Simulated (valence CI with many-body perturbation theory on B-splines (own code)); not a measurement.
Results of a calculation; reference values are marked as such.
## Sensitivity of CI+MBPT for I38+

Level of theory: configuration interaction combined with many-body perturbation theory (CI+MBPT): five valence electrons over a frozen Dirac-Fock core [Ne], radial functions for each j: 6 s, 6 p, 5 d, 3 f, 1 g, with the one-electron correlation potential Σ1 (screened to all orders), the two-electron term Σ2, the three-electron term Σ3, Breit, model QED; selected single and double excitations, second order for the rest, scaled by the run's own slope (own B-spline code, finite nucleus).

The last digits are not significant, and no measured levels were compared; by estimate large intervals hold to a few tenths of a per cent, small ones and those within an open d or f shell to about a per cent. Among the levels kept, up to 1200 cm⁻¹ of a level comes from second order outside the variational space, and about a tenth of that is noise between levels of different J, which matters for small intervals.

The reference run has the lowest level (3s^2 3p1/2^2 3p3/2) J=3/2 and an ionisation energy of 2682.04 eV. Its largest variational space holds 10001 state functions.

Levels are named by their leading jj configuration (3d3/2^4 stands for four electrons in 3d with j = 3/2), which in mixed levels can hold well under half, so a name can repeat and another be missing. Letters in brackets count levels of one name in rising energy.

Changed runs:
A. scale of Σ2 1 → 1.2
B. lowest core n in screening and Σ2 1 → 2; Breit term on → off
C. natural orbitals for correlation on → off; scale of Σ1 1 → 0; scale of Σ2 1 → 0; three-electron term on → off
D. start configuration 3s2 3p3 → 3s2 3p4 (bad on purpose)

Excitation energies of the reference run in cm⁻¹, and shifts in cm⁻¹:

```
                             Level  Reference        A       B      C
        (3s^2 3p1/2 3p3/2^2) J=3/2     521260     +140   +8138  -2035
        (3s^2 3p1/2 3p3/2^2) J=5/2     585632      +87   +9753   -912
        (3s^2 3p1/2 3p3/2^2) J=1/2     664767      +20   +7865   -6.5
        (3s^2 3p1/2^2 3d3/2) J=3/2    1192280     -339   +3255  +4213
              (3s^2 3p3/2^3) J=3/2    1194480     +175  +16624  -2062
        (3s 3p1/2^2 3p3/2^2) J=5/2    1299680     -4.2   +4068   -264
        (3s^2 3p1/2^2 3d5/2) J=5/2    1442330     -484   +6655  +4711
        (3s 3p1/2^2 3p3/2^2) J=1/2    1515810     -143   +1056  +1195
        (3s 3p1/2^2 3p3/2^2) J=3/2    1525930     -278   +2888  +1968
(3s^2 3p1/2 3p3/2 3d3/2) J=5/2 [a]    1712710     -245  +13084  +2590
(3s^2 3p1/2 3p3/2 3d3/2) J=3/2 [a]    1717900     -252  +11760  +2332
(3s^2 3p1/2 3p3/2 3d3/2) J=1/2 [a]    1723570     -237  +11038  +2188
            Ionisation energy (eV)    2682.04  +0.0049   +1.61  -0.88
```

Run D: It gave no result: the electrons of core and valence do not add up to the charge. The program said: "core and valence hold 16 electrons, the ion has 15".
